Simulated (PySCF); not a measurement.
Basis-set dependence of excited states

Species: C2H7BF2Si.
InChI=1S/C2H7BF2Si/c1-2(6)3(4)5/h2H,1,6H3/t2-/m1/s1

TDDFT with PBE0 (PySCF), vertical singlets, core orbitals frozen in the response, spherical d and f functions. The structure is a single PBE0-D3(BJ)/def2-SVP conformer in the gas phase; no vibrational or solvent corrections.

```tsv
basis	functions	diffuse	S1 (eV)	S2 (eV)	S3 (eV)	S4 (eV)	S5 (eV)	LUMO (eV)	α (au)
6-31G*	102	no	7.72	8.28	8.45	8.74	8.85	0.40	53.6
def2-SVP	123	no	7.59	8.15	8.34	8.51	8.80	0.10	56.7
6-31+G*	126	yes	7.43	7.53	8.04	8.21	8.36	-0.16	60.7
def2-SVPD	186	yes	7.39	7.74	7.97	8.27	8.35	-0.18	66.1
aug-cc-pVDZ	205	yes	7.33	7.43	7.92	8.09	8.15	-0.26	67.2
def2-TZVP	234	no	7.42	7.83	8.04	8.35	8.41	-0.08	63.9
def2-TZVPD	297	yes	7.35	7.51	7.96	8.16	8.25	-0.18	66.9
```

Problem. How much do these states and the polarisability depend on the basis?

Solution. States are compared by their number. Against the largest diffuse basis here (def2-TZVPD, itself not a converged limit), sets without diffuse functions differ by up to 0.38 eV in S1 and 0.60 eV in S5; the smaller diffuse sets differ by up to 0.09 and 0.11 eV. State by state, the largest deviation of a set without diffuse functions is S1 0.38, S2 0.77, S3 0.49, S4 0.58, S5 0.60 eV. The same number needn't mean the same state in each row. Against def2-TZVPD the polarisability deviates by -20% in 6-31G*, -15% in def2-SVP, -9% in 6-31+G*, -1% in def2-SVPD, 0% in aug-cc-pVDZ, -5% in def2-TZVP. A single + in a Pople set puts diffuse functions on heavy atoms only.

Without π bonds the low states may be Rydberg-like; a valence basis with one diffuse set may place them up to an eV too high.
